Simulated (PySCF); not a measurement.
B²⁺: interval between two levels

B²⁺ [He] 2s1 [2S1/2, M_J = 1/2] → B²⁺ [He] 3d1 [2D5/2, M_J = 5/2], as a difference of total energies. Calculation: PySCF 2.14, in x2c-TZVPall-2c with one added diffuse shell each of s, p, d type (6s4p3d1f, 40 functions); the two-component X2C-1e Hamiltonian. Correlated levels: 1s2 frozen. "Screened" scales the spin-orbit matrix elements by Boettger's factors to mimic the two-electron term; Breit and QED terms are absent.

| method | interval between two levels (cm⁻¹) |
| --- | --- |
| GHF (spin-free) | 195790 |
| GMP2 (spin-free) | 195790 |
| GCCSD (spin-free) | 195790 |
| GCCSD(T) (spin-free) | 195790 |
| GHF (screened spin-orbit) | 195790 |
| GMP2 (screened spin-orbit) | 195790 |
| GCCSD (screened spin-orbit) | 195790 |
| GCCSD(T) (screened spin-orbit) | 195790 |

The promoted electron is Rydberg-like, and one or two diffuse shells describe it only roughly, which tends to raise the upper state.
